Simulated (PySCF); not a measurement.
Cd(SiH3)(GeH3) (CdGeH₆Si), SMILES [Cd]([GeH3])[SiH3].

Geometry optimised at B3LYP-D3(BJ)/def2-SVP. The structure was generated by enumeration; whether it is a known compound was not checked. The def2 effective core potentials stand for the cores of Cd; spin–orbit coupling is left out.

Calculation: PySCF with C-PCM-B3LYP/def2-SVP.

The values are the electrostatic part of the solvation free energy, E(continuum) − E(gas) at the gas-phase geometry, in a cavity of scaled van der Waals radii (PySCF's table); cavitation and dispersion terms are not included. A continuum can't describe solvent molecules that bind to the metal. In vacuum the orbital gap is 4.95 eV. The dipole moment in vacuum is 0.31 D.

Q: Estimate the values in water (ε = 78.36), 2-propanol (ε = 19.26), cyclohexanone (ε = 15.62). (The exact figures need the calculation; the answer reports its results.)

A: 
```tsv
solvent	ε	ΔG(elec) (kcal/mol)	dipole (D)	gap (eV)
water	78.36	-7.1	0.52	5.36
2-propanol	19.26	-6.7	0.51	5.34
cyclohexanone	15.62	-6.6	0.50	5.33
```
